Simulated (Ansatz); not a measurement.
Results of the Gaussian-basis code of Ansatz.

A structure relaxed at PBE0-D4/def2-TZVP, charge 0, multiplicity 1:

```xyz
7

F    -1.442    1.278    1.087
B    -0.421    0.625    0.604
N     0.584   -0.278    1.201
C     0.684   -0.616   -0.041
N    -0.008    0.362   -0.792
H     1.187   -1.484   -0.474
H    -0.585    0.114   -1.585
```

Question: Give its formula and SMILES.

Answer: CH2BFN2, `FB1N=CN1`.

Question: Summarise the bond lengths by kind.

Answer: 1 × B–F 1.304 Å; 2 × B–N 1.477 to 1.480 Å; 2 × C–N 1.291 to 1.414 Å; 1 × C–H 1.092 Å; 1 × H–N 1.011 Å.
